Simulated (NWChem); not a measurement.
## H$_{2}$Pb

```xyz
3

Pb     0.0000     0.0000    -0.0312
H      1.3092     0.0000     1.2811
H     -1.3092     0.0000     1.2811
```
Charge 0, spin multiplicity 1.

Program: NWChem. The geometry was optimised at PBE0/def2-SVP with def2 effective core potentials on Pb, a minimum by its harmonic frequencies.

Symmetry labels belong to the abelian group C2v used in the runs, with the axes of the coordinates shown; states degenerate in a higher group split over its labels.

Effective core potentials replace the inner electrons of Pb; spin-orbit coupling is left out. The structure started from a generated list of species.

### Question
List the lowest 3 singlet excitations that CIS/def2-SVPD with def2 effective core potentials on Pb gives, with oscillator strengths.

### Answer
| state | symmetry | energy (eV) | wavelength (nm) | f |
|---|---|---|---|---|
| 1 | b2 | 2.83 | 438 | 0.019 |
| 2 | a2 | 4.30 | 288 | 0.000 |
| 3 | a1 | 6.02 | 206 | 0.292 |
